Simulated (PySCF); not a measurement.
Work out the structure from these simulated measurements.

Elements present: C, H, N, O and Si. Monoisotopic mass: 195.0387 u.

| Property | Result |
| --- | --- |
| Dipole | 1.38 D [CAM-B3LYP/pcSseg-1] |
| NMR, other nuclei | isotropic shieldings of nuclei other than C and H, by class: 269 (1 N), 265 (1 O), 322 (1 Si), 380 (1 Si), 401 (2 Si) ppm [GIAO CAM-B3LYP/pcSseg-1] |
| Rotational structure | rotational constants A, B, C: 1.546, 0.435, 0.387 GHz [PBE0-D3(BJ)/def2-SVP] |
| 13C NMR | chemical shifts (computed TMS as zero) by class: 1.3 (3 C) ppm [GIAO CAM-B3LYP/pcSseg-1] |
| 1H NMR | chemical shifts (computed TMS as zero) by class: 4.96 (2 H), 4.50 (6 H), 0.23 (9 H) ppm [GIAO CAM-B3LYP/pcSseg-1] |

The electronic properties come from PySCF, for the isolated species, density fitting. Levels stand in brackets. Geometry: PBE0-D3(BJ)/def2-SVP, one conformer, isolated molecule. Each NMR value is the plain mean over a class of atoms that symmetry, rotation or inversion makes alike.

Question: Which formula fits the mass and the elements?

Answer: C3H17NOSi4 (calculated 195.0387). No other formula that holds each of these elements comes within 0.0003 u with a fitting electron parity and a possible valence count.

Question: Give a SMILES that accounts for the data.

Answer: Numbering: `[CH3:1][Si:2]([CH3:3])([CH3:4])[O:5][SiH2:6][N:7]([SiH3:8])[SiH3:9]`. Its formula, C3H17NOSi4, gives 0 degrees of unsaturation, so no ring and no π bond. 3 carbons fall into 1 class: Si-methyl carbon [C1/C3/C4] (1.3 ppm, 3 C). Hydrogen classes from least to most shielded: 2 H on an oxygen-bound silicon, Si6 (4.96 ppm), 6 H on 2 SiH3 silicons, Si8/Si9 (4.50 ppm), 9 H on 3 Si-methyl carbons, C1/C3/C4 (0.23 ppm, a mean of values up to 0.6 ppm apart in this geometry). The other shieldings belong to: 269 ppm, nitrogen bridging silicon atoms [N7]; 265 ppm, siloxane oxygen [O5]; 322 ppm, oxygen-bound silicon [Si2]; 380 ppm, oxygen-bound silicon [Si6]; 401 ppm, SiH3 silicon [Si8/Si9]. The optimised geometry has point group C1 and is an asymmetric top. Structure: `C[Si](C)(C)O[SiH2]N([SiH3])[SiH3]`. The assignments are read from this structure; whether some other isomer fits the data as well wasn't checked.

The values belong to the conformer `[CH3:1][Si:2]([CH3:3])([CH3:4])[O:5][SiH2:6][N:7]([SiH3:8])[SiH3:9]`: C1–Si2–O5–Si6 -34°, Si2–O5–Si6–N7 118°, O5–Si6–N7–Si8 179°.
